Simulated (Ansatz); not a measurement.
```xyz
4

F    -0.232    0.395    1.661
Ga    0.134   -0.081    0.024
Cl   -1.290    0.605   -1.392
H     1.388   -0.919   -0.293
```

Charge 0, multiplicity 1.

**Question.** List the B3LYP/def2-TZVPP orbital energies in eV (Ansatz 0.2.0). (Estimate.)

**Answer.** Computed: Occupied: -10139.14, -2762.65, -1250.83, -1108.10, -1107.98, -1107.96, -670.74, -257.38, -196.39, -196.29, -196.26, -150.99, -104.46, -104.20, -104.14, -31.23, -24.43, -24.16, -24.10, -24.08, -23.89, -22.09, -13.55, -11.29, -11.22, -11.04, -9.84, -9.37, -9.08. Lowest empty: -1.85, -1.26, 0.57, 2.78, 3.35, 4.44, 4.65, 5.12.

B3LYP here is the variant with VWN-RPA as its local correlation; programs differ in this.
